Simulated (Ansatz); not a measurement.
Species: thiophen-3-ylsilane, C₄H₆SSi, charge 0, multiplicity 1. 
Geometry from a B3LYP-D3(BJ)/def2-TZVP (Ansatz, an electronic-structure program) optimisation:
SMILES: [SiH3]c1ccsc1
```xyz
12

Si     2.3513    -0.3340     0.3570
C      0.5144    -0.1307     0.1386
C     -0.4977    -0.8308     0.8716
C     -1.7652    -0.4868     0.5069
S     -1.7627     0.6982    -0.7382
C     -0.0460     0.7320    -0.7693
H      2.7605     0.0025     1.7421
H      2.7649    -1.7329     0.0905
H      3.0466     0.5686    -0.5895
H     -0.2868    -1.5616     1.6401
H     -2.6960    -0.8625     0.8993
H      0.4635     1.3879    -1.4571
```

Dipole moments at this geometry, in debye (magnitudes).

```csv
level,program,dipole (D)
SVWN5/def2-TZVPD,Ansatz,0.52
r2SCAN/def2-TZVPD,Ansatz,0.53
B97M-V/def2-TZVPD,Ansatz,0.69
B3LYP/def2-TZVPD,Ansatz,0.50
BHLYP/def2-TZVPD,Ansatz,0.45
r2SCANh/def2-TZVPD,Ansatz,0.51
wB97M-V/def2-TZVPD,Ansatz,0.52
wB97X-V/def2-TZVPD,Ansatz,0.46
CCSD(T)/aug-cc-pV(D+d)Z,Ansatz,0.49
```
